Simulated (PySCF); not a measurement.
BFH4N2. Atoms are numbered in the order given.

```xyz
8

B      0.0000     0.0000     0.0192
F      0.0000     0.0000     1.3730
N      0.0000    -1.2523    -0.6383
H      0.0000    -2.1185    -0.1167
H      0.0000    -1.3710    -1.6415
N      0.0000     1.2523    -0.6383
H      0.0000     1.3710    -1.6415
H      0.0000     2.1185    -0.1167
```
Charge 0, spin multiplicity 1.

Coordinates come from a B3LYP-D3(BJ)/def2-SVP optimisation. The values are those of a single conformer.

Level of theory: PBE0/pcSseg-1 in PySCF.

GIAO shieldings, no solvent; atoms listed in one row are averaged. δ = σ(ref) − σ: ¹¹B against BF3 (σ = 88.8 ppm); ¹⁹F against CFCl3 (σ = 167.2 ppm); ¹⁵N against NH3 (σ = 267.4 ppm); ¹H against TMS (σ = 31.56 ppm), references at their B3LYP-D3(BJ)/def2-TZVP geometries, non-relativistic.

Computed chemical shifts:
| nucleus | atoms | count | δ (ppm) |
|---|---|---|---|
| ¹¹B | B1 | 1 | 10.2 |
| ¹⁹F | F2 | 1 | -159.5 |
| ¹⁵N | N3, N6 | 2 | 47.5 |
| ¹H | H8, H4 | 2 | 2.01 |
| ¹H | H7, H5 | 2 | 1.71 |
